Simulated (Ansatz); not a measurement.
Stepwise reaction of `FB(F)Cl` with ammonia, as a gas-phase model of exchange steps in deposition or etching. ΔE in kJ/mol; ΔG adds harmonic PBE0-D4 terms to CCSD(T)/CBS, at 1 bar.

Calculated with Ansatz (gas phase, PBE0-D4/def2-TZVP geometries, no zero-point term in ΔE). CBS: MP2 limit from def2 TZ/QZ plus the TZ coupled-cluster correction, frozen cores. This one scheme is used for every species. Functionals use def2-TZVPP. B3LYP here is the variant with VWN-RPA as its local correlation; programs differ in this. One conformer a species, not always the lowest.

```json
{"step": "1", "reaction": "`FB(F)Cl` + NH₃ → `NB(F)Cl` + H–F", "PBE-D4": "16.9", "B3LYP-D4": "19.7", "ωB97M-V": "20.3", "CCSD(T)/CBS": "16.2", "ΔG(400 K)": "17.4"}
```

Give the row of step 2, `NB(F)Cl` + NH₃ → `NB(N)Cl` + H–F. (Best estimate.)

Ansatz gave: 
```
step                           reaction  PBE-D4  B3LYP-D4  ωB97M-V  CCSD(T)/CBS  ΔG(400 K)
   2  `NB(F)Cl` + NH₃ → `NB(N)Cl` + H–F    41.3      44.4     44.0         38.1       40.5
```

By hand: ΔE of the 2 steps together at CCSD(T)/CBS.

(16.2) + (38.1) = 54.3 kJ/mol, or 27.1 kJ/mol a step.

In ΔE each step is higher than the one before. All are uphill at CCSD(T)/CBS. ΔG lies between 17.4 and 40.5 kJ/mol a step. PBE-D4 differs from CCSD(T)/CBS by 0.7 to 3.2 kJ/mol a step. Isolated molecules leave out the surface, adducts and barriers. Largest T1 diagnostic: 0.012.
